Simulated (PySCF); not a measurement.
# Peak assignment

Structure with atom numbers: `[CH:1]#[C:2][SiH2:3][O:4][Si@H:5]([OH:6])[O:7][CH3:8]`. Hydrogens are named by the atom that carries them. Ha(Si3) is pro-R; Hb(Si3) is pro-S.

Calculated, not measured (PySCF 2.14): GIAO PBE0/pcSseg-1 shieldings, coordinates at the GFN2-xTB level. One averaged value for each set of equivalent atoms, non-relativistic Hamiltonian, a single conformation, isolated molecule.

Chemical shifts δ = σref − σ; TMS for 13C (σ = 186.93 ppm) and 1H (σ = 31.72 ppm), all at this level.

Q: Assign these signals to the numbered atoms. 13C{1H} NMR (computed): δ 101.5, 91.1, 51.2.

A: 
```tsv
δ (ppm)	atoms	environment	reason
101.5	C1	terminal alkyne carbon	the triple bond shields along its axis, which puts it between sp3 and sp2 carbons
91.1	C2	alkyne carbon	the triple bond shields along its axis, which puts it between sp3 and sp2 carbons
51.2	C8	methyl carbon bonded to O	deshielded by the electronegative neighbour
```

Q: Assign these signals to the numbered atoms. 1H NMR (400 MHz, computed): δ 5.26 (m, 1H), 5.07 (m, 1H), 4.49 (s, 1H), 3.92 (s, 3H), 2.36 (br s, 1H), 1.98 (m, 1H).

A: 
```tsv
δ (ppm)	atoms	environment	reason
5.26	Ha(Si3)	hydrogen on a silicon bonded to C, O	–
5.07	Hb(Si3)	hydrogen on a silicon bonded to C, O	–
4.49	H(Si5)	hydrogen on a silicon bonded to 3 O	–
3.92	H(C8)	hydrogen on a methyl carbon bonded to O	its carbon carries O, hence the downfield position
2.36	H(O6)	hydrogen on an oxygen bonded to Si	exchangeable, gas-phase position
1.98	H(C1)	hydrogen on a terminal alkyne carbon	it lies on the axis of the triple bond, in its shielding cone
```

OH/NH shifts are gas-phase values; hydrogen bonding in solution moves them, usually downfield. Shifts are as computed. Against solution values, carbons near 30 ppm lie about +3 ppm off and those near 130 ppm about +5 ppm. Of 1309 compounds with measured shifts, 239 miss one by over three times the rms of a fit or turn the order of signals round; such compounds aren't used in these exercises. No couplings were computed; multiplicities are counted from neighbouring protons, with m where these are inequivalent, close in shift, in a saturated or five-membered ring or joined by F or P, and br s for small geminal =CH2 splittings.
